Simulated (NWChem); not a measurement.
Species: C₄H₆S; SMILES C1CCSC=1

```xyz
11

C      0.8800    -1.1769     0.1048
C      1.2656     0.1021     0.0229
S     -0.0326     1.2570    -0.2524
C     -1.2730    -0.0451     0.1137
C     -0.5897    -1.3929    -0.1317
H      1.5808    -2.0029     0.2449
H      2.2908     0.4723     0.0880
H     -1.5668     0.0630     1.1699
H     -2.1603     0.1157    -0.5135
H     -0.7464    -1.7299    -1.1750
H     -1.0205    -2.1722     0.5174
```
Atoms are numbered in this order, from 1.

Program: NWChem. Pople sets run with spherical d functions. Structure relaxed at the PBE0/def2-SVP level. Level: M06-2X/6-31G* with SMD (1 M gas to 1 M solution), gas-phase geometry.

Problem. Estimate the computed values for solvent benzene. Quantities: solvation free energy (kcal/mol); cavity-dispersion-structure term (kcal/mol); dipole in solution (D).

Solution. The solvation free energy (kcal/mol) comes out as -5.0, the cavity-dispersion-structure term (kcal/mol) comes out as -2.9 and the dipole in solution (D) is 2.03.
